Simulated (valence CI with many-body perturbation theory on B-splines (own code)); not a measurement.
## Dy27+: input, log and results

Computed by valence CI with perturbative core correlation (CI+MBPT): three valence electrons over a frozen Dirac-Fock core [Kr], radial functions for each j: 6 s, 6 p, 5 d, 5 f, 1 g, with the one-electron correlation potential Σ1 (screened to all orders), the two-electron term Σ2, the three-electron term Σ3, Breit, model QED; selected single and double excitations, second order for the rest, scaled by the run's own slope (own B-spline code, finite nucleus).

Command, and the settings that its task file holds:

```sh
python run_cv.py task.json out
```

```
atom Dy  Z=66  mass_number=164  rms_radius_fm=5.2218
core [Kr]
valence 4d3
avg = 1
basis = S
breit = 1
cap = 10000
capref = 1200
cscale = 1
de = 0.0
dress = 0
eps = 2e-08
extrap = 1
h = 0.27
hh = 1
l2 = 3
lcore = 1
maxit = 60
n2 = 5
natural = 1
nlev = 20
nno = [3, 3, 3, 3, 1]
nroot = 26
nsp = [3, 3, 2, 2, 0]
pt2 = 1
qed = 1
rpa = 1
s1 = 1
s2 = 1
s3 = 1
screen = 1
tol = 2e-05
whole = 1
```

It took 14 s on 1 thread of Arm Neoverse V1, on a shared host.

Log. The first blocks belong to the next ion, which gives the ionisation energy. Fields: 2J, parity (1 odd), roots, reference size, generating configurations, candidates as configurations/state functions, variational space P, stored matrix elements, Davidson steps; e2 is the range of second-order energies in hartree. The first line gives the box (bohr), its intervals, the orbitals and the steps of their self-consistent field. Window is the range of levels sought, series limit the energy at which the first omitted orbital would enter, core excitation an estimate of the first excitation out of the core, left out the lowest levels not solved, and shifts from estimates the range by which levels moved from their first estimate, all in cm⁻¹.

```
rmax 5.3 intervals 59 orbitals 40 references ['4d3', '4d2 4f', '4d2 5s', '4d 4f2', '4d2 5p'] scf 4 t 1.5
2J=4 par=0 roots 2 ref 42 generators 3 cand 262/262 P 304/304 nnz 0 it 0
2J=4 par=0 roots 2 ref 42 generators 6 cand 25/25 P 329/329 nnz 0 it 0
   second order: generators 8 cand 6/6 e2 -0.00000 -0.00000
2J=0 par=0 roots 2 ref 17 generators 4 cand 106/106 P 123/123 nnz 0 it 0
2J=0 par=0 roots 2 ref 17 generators 4 cand 2/2 P 125/125 nnz 0 it 0
   second order: generators 7 cand 0/0 e2 -0.00000 -0.00000
2J=6 par=0 roots 2 ref 32 generators 2 cand 229/229 P 261/261 nnz 0 it 0
2J=6 par=0 roots 2 ref 32 generators 7 cand 15/15 P 276/276 nnz 0 it 0
   second order: generators 13 cand 6/6 e2 -0.00000 -0.00000
reference levels 455, estimated 19, window 285901 1/cm; series limit 4271552, core excitation 1016196
2J=3 par=0 roots 5 ref 38 generators 9 cand 119/303 P 733/1795 nnz 0 it 5
2J=3 par=0 roots 5 ref 38 generators 10 cand 158/467 P 891/2262 nnz 0 it 6
   second order: generators 12 cand 1094/2427 e2 -0.00001 -0.00000
2J=5 par=0 roots 5 ref 44 generators 7 cand 124/380 P 735/2103 nnz 0 it 5
2J=5 par=0 roots 5 ref 44 generators 8 cand 158/571 P 893/2674 nnz 1.6e+06 it 5
   second order: generators 13 cand 916/2373 e2 -0.00001 -0.00000
2J=7 par=0 roots 3 ref 38 generators 3 cand 99/256 P 649/1801 nnz 0 it 4
2J=7 par=0 roots 3 ref 38 generators 6 cand 125/467 P 774/2268 nnz 0 it 4
   second order: generators 8 cand 1016/2836 e2 -0.00001 -0.00000
2J=1 par=0 roots 2 ref 21 generators 4 cand 111/176 P 635/1004 nnz 0 it 0
2J=1 par=0 roots 2 ref 21 generators 6 cand 143/257 P 778/1261 nnz 0 it 0
   second order: generators 9 cand 873/1323 e2 -0.00000 -0.00000
2J=9 par=0 roots 3 ref 31 generators 4 cand 65/145 P 581/1424 nnz 0 it 4
2J=9 par=0 roots 3 ref 31 generators 8 cand 96/297 P 677/1721 nnz 0 it 4
   second order: generators 12 cand 1304/3622 e2 -0.00000 -0.00000
2J=11 par=0 roots 1 ref 19 generators 1 cand 32/55 P 425/896 nnz 0 it 0
2J=11 par=0 roots 1 ref 19 generators 3 cand 58/186 P 483/1082 nnz 0 it 0
   second order: generators 5 cand 903/2241 e2 -0.00001 -0.00001
left out: unestimated 1285813, estimated none, shifts from estimates -25 to 7
operators 3.2
```

The Davidson iterations converged. The settings are bad on purpose, so the numbers may not be properties of the ion.

No measured spectrum was set against this ion. As an estimate, large intervals hold to a few tenths of a per cent, small ones and those within an open d or f shell to about a per cent. Only levels of the ground parity were solved; by the run's estimate the other parity begins above the list, which can be wrong where configurations are misplaced.

```
Valence energy                            : -111.7125 hartree
Ionisation energy                         : 968.06 eV (NIST: 969 ± 4 eV (theoretical))
Reference configurations for the orbitals : 4d3, 4d2 4f, 4d2 5s, 4d 4f2, 4d2 5p
Radial orbitals                           : 40
Box radius                                : 5.333 bohr
Largest variational space                 : 2674
Lowest levels                             : (4d3/2^3) J=3/2 0.0, (4d3/2^2 4d5/2) J=5/2 [a] 57335, (4d3/2^2 4d5/2) J=3/2 75256, (4d3/2^2 4d5/2) J=7/2 81682, (4d3/2^2 4d5/2) J=1/2 86824, (4d3/2^2 4d5/2) J=9/2 88623, (4d3/2^2 4d5/2) J=5/2 [b] 129870, (4d3/2 4d5/2^2) J=7/2 [a] 140850, (4d3/2 4d5/2^2) J=9/2 150750, (4d3/2 4d5/2^2) J=3/2 [a] 158280, (4d3/2 4d5/2^2) J=1/2 165730, (4d3/2 4d5/2^2) J=11/2 179530, (4d3/2 4d5/2^2) J=5/2 [a] 180380, (4d3/2 4d5/2^2) J=5/2 [b] 189500 cm⁻¹
```

Levels are named by their leading jj configuration (3d3/2^4 stands for four electrons in 3d with j = 3/2), which in mixed levels can hold well under half, so a name can repeat and another be missing. Letters in brackets count levels of one name in rising energy.
